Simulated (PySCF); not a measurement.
CH4MgOSe.

```xyz
8

Mg     0.1723    -0.4120    -0.4646
O      0.6284    -1.5588    -1.7328
C      0.9840    -2.4522    -2.7243
H      0.6473    -2.1166    -3.7264
H      2.0828    -2.5908    -2.7840
H      0.5426    -3.4558    -2.5566
Se    -0.4357     1.1781     1.2671
H     -1.4576     0.2342     1.7696
```
Charge 0, spin multiplicity 1.

Geometry optimised at B3LYP-D3(BJ)/def2-SVP. The structure was generated by enumeration; whether it is a known compound was not checked. The values are those of a single conformer.

Level of theory: PySCF with B3LYP/pcSseg-1. Non-relativistic, no solvent.

Computed absolute GIAO shielding of each atom: isotropic value and principal components (ppm):
| atom | σ(iso) | σ11 | σ22 | σ33 | span |
|---|---|---|---|---|---|
| Mg1 | 503.2 | 397.4 | 411.4 | 700.7 | 303.3 |
| O2 | 356.0 | 349.7 | 357.7 | 360.7 | 11.0 |
| C3 | 121.1 | 92.5 | 92.7 | 178.2 | 85.7 |
| H4 | 27.2 | 22.9 | 24.7 | 34.1 | 11.2 |
| H5 | 27.2 | 23.0 | 24.7 | 34.1 | 11.1 |
| H6 | 27.3 | 23.0 | 24.7 | 34.1 | 11.1 |
| Se7 | 2489.4 | 2172.4 | 2346.8 | 2949.0 | 776.6 |
| H8 | 33.1 | 23.3 | 27.0 | 49.1 | 25.8 |
